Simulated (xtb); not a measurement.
C₅H₁₂O₃Si, charge -1, doublet, at a GFN2-xTB geometry (a state made from the parent by changing its charge; the spin is typed, not shown lowest). Base run: GFN2-xTB (xtb 6.7.1).

xtb was given this input:
```
$ xtb mol.xyz --gfn 2 --chrg -1 --uhf 1 --json

# file mol.xyz
21

C     -0.04504038    -2.31190742    -1.59540500
C      0.22790694    -0.91931420    -1.53625136
Si     0.04080792     0.16902932    -0.09732877
O      0.18926883     1.79141942    -0.45205088
C      1.44055666     2.33595593    -0.65442950
O      1.06600412     0.07228515     1.26048838
C      1.07929904    -1.07036143     2.03851065
O     -1.40314014     0.02792947     0.74764931
C     -2.58885233    -0.29182673     0.11591442
H     -0.57921131    -2.79511640    -0.78860213
H     -0.04878099    -2.83075254    -2.54473373
H      0.70422501    -0.51214466    -2.42672374
H      1.35138235     3.42845115    -0.68097074
H      2.12964219     2.04950654     0.14512242
H      1.86742974     1.99481581    -1.60617568
H      1.38174196    -1.94344364     1.44647109
H      0.08590221    -1.27620416     2.45319170
H      1.79099746    -0.92992504     2.86104614
H     -3.03449097     0.58918547    -0.36452225
H     -3.29222912    -0.67756512     0.86403748
H     -2.42820114    -1.05156685    -0.65426728
```

The base run was repeated with changes; each row names its change, and settings that it needs were set with it.

```tsv
change	ΔE vs base (mEh)	G_solv (kcal/mol)	SCF cycles
base	0.000	-	13
etemp = 1000	0.000	-	13
alpb = hexane	-50.036	-31.71	13
acc = 0.0001	0.000	-	21
gbsa = water	-83.260	-53.63	13
etemp = 5000	-1.521	-	13
file = coord	0.000	-	13
```

ALPB and GBSA are two models with their own fitted parameters for each solvent, which aren't always the measured dielectric constant.
